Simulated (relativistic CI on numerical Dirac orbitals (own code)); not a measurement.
Calculated levels, Er4+

Computed by Dirac-Coulomb-Breit CI, separate exchange-only KLI orbitals for each configuration, a model potential for QED, valence Slater integrals scaled by 0.85, P86 correlation energy added to each configuration (own radial code, finite nucleus).

CI space (outside the closed core [Kr] 4d10): 4f10 5s2 5p6, 4f9 5s2 5p6 5d, 4f12 5s2 5p4, 4f11 5s2 5p5, 4f9 5s2 5p6 6s, 4f9 5s2 5p6 6p, 4f10 5s 5p6 5d, 4f10 5s2 5p5 6s, 4f9 5s2 5p6 7s, 4f9 5s2 5p6 7p, 4f12 5p6, 4f11 5s 5p6, 4f9 5s2 5p6 8s, 4f12 5s 5p5, 4f9 5s 5p6 6s2. Levels of other configurations are missing.

The lowest level is 4f10 5s2 5p6 5I_8, with 92 % of that term; Hund's rules for 4f10 5s2 5p6 give 5I with J = 8, in agreement.

```csv
No.,Configuration,Term,J,E (cm⁻¹),%,Next component (%),Lifetime (s),jj configuration (%)
1,4f10 5s2 5p6,5I,8,0.0,92,8 3K,,4f7/2^4 (61)
2,4f10 5s2 5p6,5I,7,6046.7,96,3 3K,1.03e-01,4f5/2^5 4f7/2^5 (77)
3,4f10 5s2 5p6,5I,6,10124.5,94,5 3H,2.03e-01,4f5/2^4 4f7/2^6 (59)
4,4f10 5s2 5p6,5I,5,13029.6,87,9 3H,4.98e-01,4f5/2^4 4f7/2^6 (35)
5,4f10 5s2 5p6,5I,4,15423.3,87,12 3H,1.08e+00,4f5/2^4 4f7/2^6 (38)
6,4f10 5s2 5p6,5F,5,18487.3,71,22 3G,5.50e-01,4f7/2^4 (48)
7,4f10 5s2 5p6,5S,2,21483.0,53,20 3P,,4f7/2^4 (58)
8,4f10 5s2 5p6,3K,8,21979.0,70,11 3L,3.35e-02,4f5/2^5 4f7/2^5 (38)
9,4f10 5s2 5p6,5F,4,22410.3,89,7 3F,5.03e-01,4f5/2^5 4f7/2^5 (46)
10,4f10 5s2 5p6,5F,3,24748.7,87,7 3D,9.35e-01,4f5/2^5 4f7/2^5 (69)
11,4f10 5s2 5p6,5F,2,24854.5,45,29 5S,1.08e+00,4f5/2^5 4f7/2^5 (42)
12,4f10 5s2 5p6,5G,6,26163.4,54,42 3H,4.69e-02,4f7/2^4 (44)
13,4f10 5s2 5p6,5F,1,26380.9,72,25 3D,4.69e-01,4f5/2^5 4f7/2^5 (70)
14,4f10 5s2 5p6,3G,5,27507.9,39,24 5F,6.01e-02,4f5/2^5 4f7/2^5 (45)
15,4f10 5s2 5p6,3K,7,27629.2,83,10 3L,4.29e-02,4f5/2^5 4f7/2^5 (52)
16,4f10 5s2 5p6,3G,4,29997.9,45,37 5G,9.09e-02,4f5/2^5 4f7/2^5 (55)
17,4f10 5s2 5p6,3L,9,30431.2,90,10 3M,3.62e-01,4f5/2^5 4f7/2^5 (96)
18,4f10 5s2 5p6,3H,6,31004.7,51,41 5G,3.55e-02,4f5/2^5 4f7/2^5 (61)
19,4f10 5s2 5p6,3K,6,32137.1,87,4 1I,1.01e-01,4f5/2^4 4f7/2^6 (46)
20,4f10 5s2 5p6,5F,2,32269.2,36,16 1D,5.79e-02,4f5/2^4 4f7/2^6 (52)
21,4f10 5s2 5p6,5G,5,32328.6,67,25 3H,3.81e-02,4f5/2^5 4f7/2^5 (53)
22,4f10 5s2 5p6,3F,4,33497.6,27,23 3H,3.96e-02,4f7/2^4 (43)
23,4f10 5s2 5p6,5G,3,34218.9,58,17 3F,2.05e-01,4f5/2^5 4f7/2^5 (74)
24,4f10 5s2 5p6,5G,2,35969.0,42,28 3F,1.09e-01,4f5/2^4 4f7/2^6 (40)
25,4f10 5s2 5p6,3M,10,36565.2,98,2 1N,1.83e+00,4f5/2^5 4f7/2^5 (84)
26,4f10 5s2 5p6,3L,8,36680.9,66,16 3K,4.36e-02,4f5/2^4 4f7/2^6 (72)
27,4f10 5s2 5p6,3P,1,37312.7,63,19 3D,4.03e-02,4f5/2^4 4f7/2^6 (55)
28,4f10 5s2 5p6,3D,3,37387.4,63,14 3G,3.94e-02,4f5/2^4 4f7/2^6 (71)
29,4f10 5s2 5p6,1L,8,38514.1,60,18 3M,8.55e-02,4f5/2^4 4f7/2^6 (63)
30,4f10 5s2 5p6,3F,3,39451.2,47,35 3G,1.32e-01,4f5/2^4 4f7/2^6 (49)
```

Energies count from the lowest computed level; lifetimes are radiative, by E1, M1, E2 decay to levels of this space only; some are left blank where a channel outside the calculation adds to the decay or the decay crosses a small, uncertain gap. Filled j subshells are mostly left out of the jj labels.

The mean weight of the leading LS term, summed over parents, in these 30 levels is 67 %, and that of the leading jj configuration (from the same eigenvectors) 57 %, so LS coupling describes them better.

At this charge configurations can still be misplaced by up to about 7 % of their energy. Levels and lines within the n = 5 or 6 shells can be off by up to 10 % or somewhat more, and those that change n by about 2 %, since core polarisation is missing.

Landé's interval rule says that E(J) − E(J−1) = AJ with one A. For the ground term the intervals give A = -478.7, -484.2, -582.5, -755.8 cm⁻¹ for J = 5, 6, 7, 8; the multiplet is inverted.

LS names give the leading component of a level, which can be under half, so a name can repeat, a term be missing and a line seem to break the LS rules.
